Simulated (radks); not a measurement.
Question: These are the eigenvalues of the occupied orbitals of an atom or ion with whole-number occupations (eV). All-electron calculation, scalar-relativistic Kohn-Sham, PBE, spin-polarised, spherical densities, point nucleus. Program: a radial shooting solver on a logarithmic mesh with Libxc functionals.

| orbital | eigenvalue |
|---|---|
| 1s down | -48422.88 |
| 1s up | -48422.88 |
| 2s up | -7995.802 |
| 2s down | -7995.768 |
| 2p up | -7129.039 |
| 2p down | -7129.016 |
| 3s up | -1803.139 |
| 3s down | -1801.178 |
| 3p up | -1533.457 |
| 3p down | -1531.506 |
| 3d up | -1172.817 |
| 3d down | -1171.319 |
| 4s up | -402.3282 |
| 4s down | -397.6801 |
| 4p up | -313.2708 |
| 4p down | -308.6577 |
| 4d up | -189.1394 |
| 4d down | -184.5834 |
| 5s up | -90.0687 |
| 5s down | -87.8144 |
| 5p up | -66.7641 |
| 5p down | -65.0883 |
| 4f up | -54.4310 |

Which element is it, and in what charge state? The configuration may be excited. Open shells, if any, are filled with parallel spins first.

Answer: Z = 63, europium, charge +4: Eu4+ in [Xe] 4f5. The list shows which subshells hold electrons but not how many an open one holds; the 1s level, -1779.5 hartree, gives Z - s = 59.7 by -(Z - s)^2/2, which with screening and relativity narrows Z to a few neighbours, and the depths of the outer levels then fix element, charge and occupations together.
